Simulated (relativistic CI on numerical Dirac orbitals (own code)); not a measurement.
# Forbidden transitions in Ru21+

Method of calculation: Dirac-Coulomb-Breit CI, KLI orbitals optimised for each configuration, model QED (radiative potential, 1s self-energy scaled to tabulated hydrogen-like ionisation energies), unscaled Slater integrals (own radial code, finite nucleus).

CI space (outside the closed core [Ne]): 3s2.3p6.3d5, 3s2.3p5.3d6, 3s2.3p4.3d7, 3s.3p6.3d6, 3p6.3d7, 3s.3p5.3d7, 3s2.3p6.3d4.4s, 3s2.3p6.3d4.4p, 3s2.3p6.3d4.4d, 3s2.3p6.3d4.4f, 3s2.3p5.3d5.4s, 3s2.3p6.3d3.4s2, 3s2.3p6.3d4.5s, 3s2.3p6.3d3.4p2, 3s2.3p6.3d3.4s.4d, 3p6.3d6.4s. Levels of other configurations are missing.

```csv
λ vac (nm),Lower,Upper,Type,A (s⁻¹),gf,Branching (%)
51.470,3s2.3p6.3d5 6S_5/2 [1],3s2.3p6.3d5 4F_5/2 [19],M1,1.64e+02,3.91e-08,8.8
56.914,3s2.3p6.3d5 6S_5/2 [1],3s2.3p6.3d5 2F_5/2 [17],M1,6.87e+02,2.00e-07,11.6
58.187,3s2.3p6.3d5 6S_5/2 [1],3s2.3p6.3d5 2D_3/2 [15],M1,9.38e+01,1.90e-08,3.6
64.238,3s2.3p6.3d5 6S_5/2 [1],3s2.3p6.3d5 4D_3/2 [12],M1,1.24e+03,3.06e-07,59.9
68.440,3s2.3p6.3d5 6S_5/2 [1],3s2.3p6.3d5 4D_5/2 [10],M1,1.18e+03,4.96e-07,68.3
72.351,3s2.3p6.3d5 6S_5/2 [1],3s2.3p6.3d5 4D_7/2 [9],M1,1.49e+02,9.37e-08,22.9
88.289,3s2.3p6.3d5 6S_5/2 [1],3s2.3p6.3d5 4G_5/2 [6],M1,1.57e+03,1.10e-06,78.5
90.110,3s2.3p6.3d5 6S_5/2 [1],3s2.3p6.3d5 4P_3/2 [4],M1,2.75e+03,1.34e-06,95.7
110.07,3s2.3p6.3d5 4G_7/2 [3],3s2.3p6.3d5 2H_9/2 [20],M1,6.03e+02,1.10e-06,20.7
110.34,3s2.3p6.3d5 6S_5/2 [1],3s2.3p6.3d5 4G_5/2 [2],M1,1.81e+03,1.99e-06,100.0
113.49,3s2.3p6.3d5 4G_11/2 [5],3s2.3p6.3d5 2H_9/2 [20],M1,5.05e+02,9.75e-07,17.3
117.55,3s2.3p6.3d5 4G_5/2 [2],3s2.3p6.3d5 2F_5/2 [17],M1,3.23e+02,4.02e-07,5.5
118.25,3s2.3p6.3d5 4G_7/2 [3],3s2.3p6.3d5 4F_5/2 [19],M1,4.28e+02,5.39e-07,23.0
119.08,3s2.3p6.3d5 4G_9/2 [7],3s2.3p6.3d5 2H_9/2 [20],M1,1.39e+03,2.95e-06,47.5
123.11,3s2.3p6.3d5 4G_5/2 [2],3s2.3p6.3d5 2D_3/2 [15],M1,1.00e+03,9.09e-07,38.3
124.22,3s2.3p6.3d5 4G_5/2 [2],3s2.3p6.3d5 2F_7/2 [14],M1,5.68e+01,1.05e-07,10.0
147.88,3s2.3p6.3d5 4G_7/2 [3],3s2.3p6.3d5 2G_9/2 [18],M1,2.57e+02,8.41e-07,32.8
151.55,3s2.3p6.3d5 4G_7/2 [3],3s2.3p6.3d5 2F_5/2 [17],M1,6.04e+02,1.25e-06,10.2
153.75,3s2.3p6.3d5 4G_5/2 [2],3s2.3p6.3d5 4D_3/2 [12],M1,2.01e+02,2.85e-07,9.7
154.12,3s2.3p6.3d5 4G_11/2 [5],3s2.3p6.3d5 2G_9/2 [18],M1,3.52e+02,1.25e-06,45.0
154.49,3s2.3p6.3d5 4P_3/2 [4],3s2.3p6.3d5 2F_5/2 [17],M1,2.02e+02,4.33e-07,3.4
160.16,3s2.3p6.3d5 4G_5/2 [6],3s2.3p6.3d5 2F_5/2 [17],M1,3.80e+03,8.76e-06,64.1
160.38,3s2.3p6.3d5 4D_7/2 [9],3s2.3p6.3d5 2H_9/2 [20],M1,1.26e+02,4.84e-07,4.3
161.09,3s2.3p6.3d5 4G_11/2 [5],3s2.3p6.3d5 2I_13/2 [16],M1,7.36e+01,4.01e-07,81.0
164.25,3s2.3p6.3d5 4P_3/2 [4],3s2.3p6.3d5 2D_3/2 [15],M1,1.27e+03,2.05e-06,48.6
180.23,3s2.3p6.3d5 4G_5/2 [2],3s2.3p6.3d5 4D_5/2 [10],M1,1.78e+02,5.21e-07,10.3
183.34,3s2.3p6.3d5 4G_9/2 [7],3s2.3p6.3d5 2F_7/2 [14],M1,4.74e+02,1.91e-06,83.6
197.46,3s2.3p6.3d5 4P_1/2 [8],3s2.3p6.3d5 2D_3/2 [15],M1,2.22e+02,5.19e-07,8.5
200.75,3s2.3p6.3d5 4G_11/2 [5],3s2.3p6.3d5 2I_11/2 [13],M1,6.25e+02,4.53e-06,80.5
207.58,3s2.3p6.3d5 4D_5/2 [10],3s2.3p6.3d5 4F_5/2 [19],M1,5.86e+02,2.27e-06,31.5
218.91,3s2.3p6.3d5 4G_9/2 [7],3s2.3p6.3d5 2I_11/2 [13],M1,1.51e+02,1.30e-06,19.5
223.74,3s2.3p6.3d5 4P_3/2 [4],3s2.3p6.3d5 4D_3/2 [12],M1,5.33e+02,1.60e-06,25.8
240.80,3s2.3p6.3d5 4P_3/2 [4],3s2.3p6.3d5 4D_1/2 [11],M1,4.80e+02,8.35e-07,40.9
255.58,3s2.3p6.3d5 4D_7/2 [9],3s2.3p6.3d5 2G_9/2 [18],M1,1.66e+02,1.63e-06,21.3
266.75,3s2.3p6.3d5 4D_7/2 [9],3s2.3p6.3d5 2F_5/2 [17],M1,2.19e+02,1.40e-06,3.7
274.76,3s2.3p6.3d5 4G_7/2 [3],3s2.3p6.3d5 4D_5/2 [10],M1,2.62e+02,1.78e-06,15.2
284.59,3s2.3p6.3d5 4P_3/2 [4],3s2.3p6.3d5 4D_5/2 [10],M1,9.88e+01,7.20e-07,5.7
319.59,3s2.3p6.3d5 4P_1/2 [8],3s2.3p6.3d5 4D_1/2 [11],M1,6.95e+02,2.13e-06,59.1
350.92,3s2.3p6.3d5 4G_7/2 [3],3s2.3p6.3d5 4D_7/2 [9],M1,1.90e+02,2.80e-06,29.1
400.81,3s2.3p6.3d5 4G_5/2 [6],3s2.3p6.3d5 4D_7/2 [9],M1,2.02e+02,3.88e-06,30.9
430.55,3s2.3p6.3d5 2G_9/2 [18],3s2.3p6.3d5 2H_9/2 [20],M1,1.53e+02,4.25e-06,5.2
431.92,3s2.3p6.3d5 2F_7/2 [14],3s2.3p6.3d5 4F_5/2 [19],M1,3.05e+02,5.12e-06,16.4
441.81,3s2.3p6.3d5 4G_5/2 [2],3s2.3p6.3d5 4G_5/2 [6],M1,4.27e+02,7.50e-06,21.4
491.53,3s2.3p6.3d5 4G_5/2 [2],3s2.3p6.3d5 4P_3/2 [4],M1,1.25e+02,1.81e-06,4.3
523.90,3s2.3p6.3d5 4G_5/2 [2],3s2.3p6.3d5 4G_7/2 [3],M1,1.28e+02,4.21e-06,78.1
```

Terms are leading LS components. Brackets give the number of a level in order of energy, since labels repeat. The list gives strong lines, with weight on those to low levels, among the lowest 200 of 2787 levels, so that lines to higher ones, which can be the strongest, are missing. Levels whose partners in the same complex of configurations lie outside the list can be far off, and so can their lines. Rates are taken at the computed energies, electric ones in the length gauge.

At this charge energies of transitions that change n are usually good to better than 1 %, and those within a shell (Δn = 0) to a few per cent. Terms inside the open d or f shell come out 10 to 20 % too wide with unscaled integrals.

LS names give the leading component of a level, which can be under half, so a name can repeat, a term be missing and a line seem to break the LS rules.
